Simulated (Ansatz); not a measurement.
Born–Oppenheimer molecular dynamics of F4H3HfP (9 atoms, charge 0, multiplicity 1). It starts at the highest image of a converged band, a first-order saddle point between two minima.

Level of theory: RKS r2SCAN-D4/def2-SVP (Ansatz 0.2.0).

```
ensemble                      : NVE (velocity Verlet)
time step                     : 0.5 fs
steps asked                   : 200
starting velocities drawn for : 100 K
seed                          : 2748
```

First frame:

```xyz
9
Properties=species:S:1:pos:R:3
Hf -0.433 -0.121 0.016
F -0.190 1.188 1.769
F 1.184 -1.010 0.491
F -0.324 1.410 -1.113
F -1.222 -1.398 -1.164
P -2.609 -0.321 1.744
H -3.257 -0.117 0.489
H -2.285 -1.695 1.535
H -1.152 0.751 2.006
```

Question: How far do the bonds stretch over the last three quarters of this one trajectory? (Pairs bonded in most of those frames.)

Answer: 
| bond | mean (Å) | spread (Å) | shortest | longest |
| --- | --- | --- | --- | --- |
| Hf1–F2 | 2.262 | 0.043 | 2.23 | 2.37 |
| Hf1–F3 | 1.911 | 0.004 | 1.90 | 1.92 |
| Hf1–F4 | 1.906 | 0.005 | 1.90 | 1.91 |
| Hf1–F5 | 1.907 | 0.009 | 1.89 | 1.92 |
| Hf1–P6 | 2.750 | 0.081 | 2.61 | 2.85 |
| Hf1–H9 | 2.468 | 0.102 | 2.33 | 2.63 |
| F2–H9 | 1.017 | 0.025 | 0.98 | 1.06 |
| P6–H7 | 1.423 | 0.004 | 1.42 | 1.43 |
| P6–H8 | 1.423 | 0.007 | 1.41 | 1.44 |

Mean temperature of the second half: 99 K. The conserved energy stayed within 0.015 meV per atom of its start (net change 0.0066 meV per atom), so the integration is sound. A run of 0.1 ps of so small a system gives no equilibrium averages. The orbitals stay closed-shell, which can raise the energy where a bond breaks towards radicals; this wasn't checked here.

Time of the run: 13 min on 4 threads of AMD EPYC 7R43 64-Core Processor (Zen 3), on a shared host, peak memory 0.23 GiB.
